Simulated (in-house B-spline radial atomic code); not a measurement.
Checks on a self-consistent run for the technetium ion Tc⁶⁺, [Ar] 3d10 4s2 (4p1/2)1 (4p3/2)4 4d2. All numbers are computed (Dirac-Hartree-Fock, average of the jj configuration; Fermi nucleus of rms radius 4.41117 fm) with an all-electron radial atomic-structure program (B-spline basis), not measured.

| orbital | q | ε (Eh) | <1/r> | <r²> | small-component weight |
| --- | --- | --- | --- | --- | --- |
| 1s1/2 | 2 | -781.48991 | 44.7107 | 0.00158559 | 0.024645 |
| 2s1/2 | 2 | -117.17278 | 10.2291 | 0.0262148 | 0.0051016 |
| 2p1/2 | 2 | -107.93340 | 10.1685 | 0.0198614 | 0.0050741 |
| 2p3/2 | 4 | -103.57616 | 9.66482 | 0.0211981 | 0.0049042 |
| 3s1/2 | 2 | -24.32192 | 3.53134 | 0.19437 | 0.0013873 |
| 3p1/2 | 2 | -20.70095 | 3.41814 | 0.19293 | 0.0013226 |
| 3p3/2 | 4 | -19.96755 | 3.30625 | 0.20148 | 0.0012843 |
| 3d3/2 | 4 | -13.62983 | 3.10854 | 0.186442 | 0.0011578 |
| 3d5/2 | 6 | -13.49365 | 3.07697 | 0.189656 | 0.0011443 |
| 4s1/2 | 2 | -6.25626 | 1.32339 | 1.18251 | 0.00032908 |
| 4p1/2 | 1 | -5.12469 | 1.23113 | 1.34429 | 0.00029528 |
| 4p3/2 | 4 | -4.95239 | 1.19555 | 1.40313 | 0.00028312 |
| 4d3/2 | 0.8 | -3.23695 | 0.982646 | 2.00174 | 0.00020374 |
| 4d5/2 | 1.2 | -3.27951 | 0.984656 | 1.99051 | 0.00020568 |

Electron-electron repulsion V_ee = 1497.6501 hartree.

Q: What total energy follows from the eigenvalues?

A: The eigenvalues count the repulsion twice, so E = Σqε - V_ee = -2776.866 - 1497.650 = -4274.516 hartree; the run printed -4274.516.

Q: Does the Dirac virial theorem hold?

A: For a point nucleus E = -2c²Σq·w, with w the small-component weight. Here Σq·w = 0.11381 and c = 137.0360, so the ratio E/(-2c²Σq·w) is 1.000029; the finite nucleus accounts for the departure from 1.

Q: What diamagnetic shielding (Lamb formula) and susceptibility (Langevin formula) do the radii give?

A: σ = (α²/3)Σq<1/r> = 237.524/(3·137.036²) = 4216.2 ppm, and χ = -0.79199×10⁻⁶·Σq<r²> = -13.43×10⁻⁶ cm³/mol with Σq<r²> = 16.956 bohr². Both are non-relativistic formulas without the paramagnetism of open shells.
